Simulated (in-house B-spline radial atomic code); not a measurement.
Checks on a self-consistent run for Hf²⁹⁺, [Kr] 4d7. Level of theory: Dirac-Hartree-Fock, average of configuration, Fermi nucleus of rms radius 5.347 fm; calculated with an all-electron radial atomic-structure program (B-spline basis).

```
orbital    q       ε (Eh)    <1/r>         <r²>  small-component weight
  1s1/2    2  -2454.87162  83.7732  0.000495073                 0.07334
  2s1/2    2   -456.83246   20.319   0.00757689                0.016558
  2p1/2    2   -437.09208  20.2437   0.00544826                0.016577
  2p3/2    4   -393.23108  17.2153   0.00664951                0.015062
  3s1/2    2   -135.85022  7.51385    0.0488722               0.0054996
  3p1/2    2   -127.17271  7.41502     0.045022               0.0054242
  3p3/2    4   -117.50388  6.64548    0.0513124               0.0050131
  3d3/2    4   -103.06783  6.50503    0.0400385               0.0048476
  3d5/2    6   -100.98772  6.32112     0.041763               0.0047305
  4s1/2    2    -55.29172  3.37904      0.21415                0.002069
  4p1/2    2    -51.48241  3.29511     0.215888                0.002002
  4p3/2    4    -48.76506  3.05163      0.23809               0.0018823
  4d3/2  2.8    -42.72246  2.91548     0.236837               0.0017525
  4d5/2  4.2    -42.16783  2.85655     0.243699               0.0017181
```

Electron-electron repulsion V_ee = 3685.8418 hartree.

Problem. What total energy follows from the eigenvalues?

Solution. The eigenvalues count the repulsion twice, so E = Σqε - V_ee = -10990.112 - 3685.842 = -14675.954 hartree; the run printed -14675.954.

Problem. Does the Dirac virial theorem hold?

Solution. For a point nucleus E = -2c²Σq·w, with w the small-component weight. Here Σq·w = 0.39066 and c = 137.0360, so the ratio E/(-2c²Σq·w) is 1.000238; the finite nucleus accounts for the departure from 1.

Problem. What diamagnetic shielding (Lamb formula) and susceptibility (Langevin formula) do the radii give?

Solution. σ = (α²/3)Σq<1/r> = 483.635/(3·137.036²) = 8584.7 ppm, and χ = -0.79199×10⁻⁶·Σq<r²> = -3.45×10⁻⁶ cm³/mol with Σq<r²> = 4.3565 bohr². Both are non-relativistic formulas without the paramagnetism of open shells; for so heavy an element the full relativistic shielding is larger by tens of per cent.
